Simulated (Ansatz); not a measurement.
`C[CH2][Al]([Cl])[Cl]` + `[Br][InH2]` → `C[CH2][Al]([Cl])[Br]` + `[Cl][InH2]` at 600 K and 1 bar (redistribution).

Isolated molecules relaxed with PBE0-D4/def2-TZVP in Ansatz; ΔE leaves out vibrations. CCSD(T)/CBS adds triple-zeta CCSD(T) − MP2 to the extrapolated MP2 energy (def2 sets, frozen cores). Elements past krypton have def2 core potentials. For Br, In outer-core shells are correlated without core-valence functions, which leaves a few kJ/mol of doubt a bond. Scalar relativity is left out up to krypton. One conformer a species, not always the lowest.

| species | CCSD(T)/CBS energy (Eh) | H − E (kJ/mol) | S (J/(mol·K)) |
| --- | --- | --- | --- |
| `C[CH2][Al]([Cl])[Cl]` | -1240.84163 | 240.3 | 466.5 |
| `[Br][InH2]` | -2764.36342 | 64.8 | 330.8 |
| `C[CH2][Al]([Cl])[Br]` | -3354.38028 | 239.9 | 477.9 |
| `[Cl][InH2]` | -650.81839 | 65.0 | 319.0 |

H − E and S are ideal-gas, rigid-rotor, harmonic terms from PBE0-D4/def2-TZVP, for one conformer and one mirror image of each species. 1 Eh = 2625.50 kJ/mol, R = 8.31446 J/(mol·K).

Question: By hand: ΔE, ΔH, ΔS and ΔG.

Answer: ΔE = (-3354.38028) + (-650.81839) − (-1240.84163) − (-2764.36342) = 0.00638 Eh = 16.8 kJ/mol. Δ(H − E) = 239.9 + 65.0 − 240.3 − 64.8 = -0.2, so ΔH = 16.6 kJ/mol. ΔS = 477.9 + 319.0 − 466.5 − 330.8 = -0.4 J/(mol·K). ΔG = 16.6 − 600 × (-0.4)/1000 = 16.8 kJ/mol.

Question: By hand: the equilibrium constant, and the temperature at which ΔG would vanish if ΔH and ΔS stayed fixed.

Answer: log₁₀ K = −ΔG/(RT ln 10) = -1.5. ΔH and −TΔS have one sign here, so there is no such temperature.

The number of gas molecules stays the same, so ΔS is small and ΔH decides. A doubt of 5 kJ/mol in ΔE shifts log₁₀ K by 0.4 here. Other conformers and mirror images would add mixing entropy, several J/(mol·K) or more a flexible species. Modes under 60 cm⁻¹, often nearly free rotors, make the harmonic entropy too high. These are equilibria of isolated gas molecules and say nothing of rates. Largest T1 diagnostic: 0.014 (customary marks: 0.02 for closed shells, 0.045 for open ones).

ΔS is within the doubt of such terms, so its sign, and with it that verdict, could turn.
